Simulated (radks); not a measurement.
Effect of the nuclear size on the zinc ion Zn3+, [Ar] 3d9. All-electron calculation, Dirac Kohn-Sham, LDA (Slater exchange, Perdew-Wang correlation), spin-unpolarised, spherical densities, finite nucleus; open shells are shared between the two j in proportion to 2j + 1; Fermi nuclear charge, rms radius 3.9283 fm. Program: a radial shooting solver on a logarithmic mesh with Libxc functionals. The rms radius is varied about that value; shifts are against it.

[
 {"rms radius (fm)": "3.3037", "total energy shift (eV)": "-0.0683", "density at nucleus (e/bohr^3)": "2.518e+04", "1s1/2 shift (meV)": "-29.1", "2s1/2 shift (meV)": "-2.78", "3s1/2 shift (meV)": "-0.423"},
 {"rms radius (fm)": "3.5394", "total energy shift (eV)": "-0.0438", "density at nucleus (e/bohr^3)": "2.508e+04", "1s1/2 shift (meV)": "-18.7", "2s1/2 shift (meV)": "-1.79", "3s1/2 shift (meV)": "-0.272"},
 {"rms radius (fm)": "3.9283", "total energy shift (eV)": "0", "density at nucleus (e/bohr^3)": "2.494e+04", "1s1/2 shift (meV)": "0.000", "2s1/2 shift (meV)": "0.000", "3s1/2 shift (meV)": "0.000"},
 {"rms radius (fm)": "4.3172", "total energy shift (eV)": "0.0481", "density at nucleus (e/bohr^3)": "2.481e+04", "1s1/2 shift (meV)": "20.5", "2s1/2 shift (meV)": "1.96", "3s1/2 shift (meV)": "0.298"},
 {"rms radius (fm)": "4.4665", "total energy shift (eV)": "0.0677", "density at nucleus (e/bohr^3)": "2.476e+04", "1s1/2 shift (meV)": "28.8", "2s1/2 shift (meV)": "2.76", "3s1/2 shift (meV)": "0.420"}
]

Slopes of the eigenvalues against <r^2> in GHz/fm^2, as finite differences over the two radii next to the reference (eigenvalue slopes, not the field-shift constants of lines): 1s1/2 1550, 2s1/2 148, 3s1/2 22.6.
